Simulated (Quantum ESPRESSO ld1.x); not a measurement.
The numbers below are computed, except where a source is named.
How relativity changes the ionisation of the rhodium ion Rh2+ ([Kr] 4d7) to Rh3+ ([Kr] 4d6). Spin-unpolarised spherical Kohn-Sham, LDA (Slater exchange, Perdew-Zunger correlation), point nucleus, ld1.x of Quantum ESPRESSO 7.5. A level marked "c x" has the speed of light scaled by that factor and shares open shells by 2j + 1; other Dirac levels either fill j = l - 1/2 first or share by 2j + 1.

level               E(Rh2+) (hartree)  E(Rh3+) (hartree)  IE (eV)   HOMO  <r> HOMO (bohr)
non-rel.                   -4682.2770         -4681.0590   33.144     4d            1.433
scalar-rel.                -4778.4873         -4777.2843   32.735     4d            1.447
Dirac, 2j+1 shares           -4779.40           -4778.19   32.732  4d5/2            1.454
Dirac, low j first           -4779.42           -4778.22   32.479  4d5/2            1.455
Dirac, c x 1.5               -4724.16           -4722.95   32.959  4d5/2            1.442
Dirac, c x 5                 -4685.97           -4684.75   33.127  4d5/2            1.434
Dirac, c x 100               -4682.29           -4681.07   33.144  4d5/2            1.433

NIST Atomic Spectra Database: 31.060 eV (semi-empirical). The relativistic part of the total energy of Rh2+ is -97.14 hartree (Dirac, low j first), 2.1 % of the non-relativistic value. Spin polarisation and multiplet splitting of open shells are left out at every level.

Beside tabulated values, note that relativity, absent from the non-relativistic runs, is large for the heavy elements, and spin-unpolarised runs miss the spin-polarisation part of the exchange energy of open shells.
